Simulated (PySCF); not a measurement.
**Mg (magnesium, neutral) across methods**

[Ne] 3s1 4s1, high-spin 3S determinant (an excited configuration). Calculation: PySCF 2.14, in dyall-av3z (20s13p6d4f, 117 functions); scalar relativity by spin-free X2C-1e.

```json
{"method": "PBE", "E (hartree)": "-200.0854", "mean ε 2p β (eV)": "-51.555", "mean ε 3s α (eV)": "-8.273", "mean ε 4s α (eV)": "-1.629", "Σ⟨r²⟩ (bohr²)": "89.52", "⟨S²⟩": "2.000"}
{"method": "BHandHLYP", "E (hartree)": "-200.2039", "mean ε 2p β (eV)": "-59.781", "mean ε 3s α (eV)": "-9.933", "mean ε 4s α (eV)": "-1.947", "Σ⟨r²⟩ (bohr²)": "94.71", "⟨S²⟩": "2.000"}
{"method": "LC-wPBE", "E (hartree)": "-200.1257", "mean ε 2p β (eV)": "-57.554", "mean ε 3s α (eV)": "-11.547", "mean ε 4s α (eV)": "-2.643", "Σ⟨r²⟩ (bohr²)": "95.94", "⟨S²⟩": "2.000"}
{"method": "UHF", "E (hartree)": "-199.76701", "mean ε 2p β (eV)": "-66.963", "mean ε 3s α (eV)": "-11.371", "mean ε 4s α (eV)": "-2.406", "Σ⟨r²⟩ (bohr²)": "99.54", "⟨S²⟩": "2.000"}
{"method": "M06-2X", "E (hartree)": "-200.1916", "mean ε 2p β (eV)": "-59.425", "mean ε 3s α (eV)": "-9.924", "mean ε 4s α (eV)": "-2.166", "Σ⟨r²⟩ (bohr²)": "79.21", "⟨S²⟩": "2.000"}
{"method": "PBE0", "E (hartree)": "-200.1010", "mean ε 2p β (eV)": "-55.681", "mean ε 3s α (eV)": "-9.136", "mean ε 4s α (eV)": "-1.887", "Σ⟨r²⟩ (bohr²)": "91.51", "⟨S²⟩": "2.000"}
{"method": "LDA", "E (hartree)": "-199.2587", "mean ε 2p β (eV)": "-51.736", "mean ε 3s α (eV)": "-8.402", "mean ε 4s α (eV)": "-1.616", "Σ⟨r²⟩ (bohr²)": "90.11", "⟨S²⟩": "2.000"}
{"method": "r2SCAN", "E (hartree)": "-200.1763", "mean ε 2p β (eV)": "-53.115", "mean ε 3s α (eV)": "-8.543", "mean ε 4s α (eV)": "-1.571", "Σ⟨r²⟩ (bohr²)": "93.98", "⟨S²⟩": "2.000"}
```

The outer electron is Rydberg-like, and this basis confines it to a smaller radius and binds it less than a complete one would.
